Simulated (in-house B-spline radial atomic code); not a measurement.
## RPA and G0W0 on LDA VWN5: the thallium ion Tl⁺

Configuration [Xe] 4f14 5d10 6s2, mean-field start LDA VWN5. Computed with a B-spline radial code for spherical atoms: all electrons, scalar-relativistic (spin-free one-electron X2C), finite nucleus, each spin shell either full or empty, empty states to l = 9 with an (l + 1/2)⁻⁴ tail; G0W0 by contour deformation at full frequency.

Without the two-electron picture change, the correlation of inner shells comes somewhat too large for so heavy an element.

Command:
```bash
python run_gw.py task.json out
```
Settings (radii: box in bohr, nucleus in fm):
```
Z                        81
electrons                80
configuration            [Xe] 4f14 5d10 6s2
hamiltonian              x2c
method                   lda,vwn
lmax                     9
rms_radius               5.4759
spin_polarised           False
box_radius               23.78
intervals                70
ion_configuration        [Xe] 4f14 5d10 6s1
```

Cost of the run: 16 s on 1 thread of Arm Neoverse V2, with other jobs on the host.

Energies (hartree):

| term | value |
| --- | --- |
| mean-field total | -20237.35810 |
| Hartree-Fock functional on these orbitals | -20243.50600 |
| direct second order | -8.4024 |
| second-order exchange | 2.0723 |
| SOSEX correction | 1.9248 |

(1) What is the RPA correlation energy, and what remains with SOSEX?

Quasi-particle levels (eV):

| level | occupied | mean field | Σx - vxc | Σc | QP weight | G0W0 |
| --- | --- | --- | --- | --- | --- | --- |
| 6s | yes | -16.649 | -2.27 | ? | ? | ? |
| 5d | yes | -22.964 | -7.29 | 0.94 | 0.853 | -29.315 |
| 6p | no | -8.484 | 4.18 | -1.20 | 0.945 | -5.503 |

G0W0 = mean field + (Σx - vxc) + Σc, with Σc (partial-wave tail included) taken at the quasi-particle energy. Only the outer levels were computed. Levels of low weight are left out.

(2) Where does G0W0 put 6s?

(3) What does it cost to remove one electron (to [Xe] 4f14 5d10 6s1) by differences of total energies, each species on its own start (correlation terms add to the Hartree-Fock functional)?

## Answers

(1) RPA gives -7.2599 hartree (-2.47 eV per electron); RPA + SOSEX gives -5.3351, and the second-order doubles -6.3301 hartree (no singles). RPA lacks exchange-type terms and so overcorrelates at short range.

(2) At -20.885 eV, with Σc = -1.97 eV and a quasi-particle weight of 0.928. The tabulated removal energy is 20.428 eV (NIST, measured); the calculation leaves out spin-orbit coupling, Breit and QED terms, and what these don't explain is the method's own error.

(3) LDA VWN5 20.953 eV, Hartree-Fock functional 18.309 eV, + RPA 20.833 eV, + RPA + SOSEX 20.233 eV, + second order 22.191 eV. Tabulated: 20.428 eV (NIST, measured); the calculation leaves out spin-orbit coupling, Breit and QED terms, and what these don't explain is the method's own error.
